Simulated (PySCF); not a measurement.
MoOCl2, SMILES [Mo]([Cl])(=[O])[Cl] (connectivity only; charge and spin as stated), neutral, multiplicity 3. The structure is a stationary point at PBE0-D3(BJ)/def2-SVP. The multiplicity is an assumed one; other spin states were not compared. The def2 effective core potentials stand for the cores of Mo; spin–orbit coupling is left out.

The numbers are results of PBE0-D3(BJ)/def2-SVP (PySCF), not measurements.

Harmonic wavenumbers (cm⁻¹): 98, 115, 185, 384, 434, 1089. Rotational constants (GHz): 4.212, 1.834, 1.278; symmetry number 2.

### Question
Work out the zero-point energy and the ideal-gas rigid-rotor harmonic-oscillator thermochemistry at 298.15 K and 1 atm.

### Answer
ZPE = ½ Σ hcν = ½ × 2305 cm⁻¹ = 13.79 kJ/mol. H − E(el) = 30.68 kJ/mol. Entropy in J/(mol K): translation 173.71, rotation 110.88, vibration 45.53, spin 9.13, total 339.25. G − E(el) = -70.47 kJ/mol. Cp = 70.65 J/(mol K). Modes under 150 cm⁻¹ make the vibrational entropy uncertain.
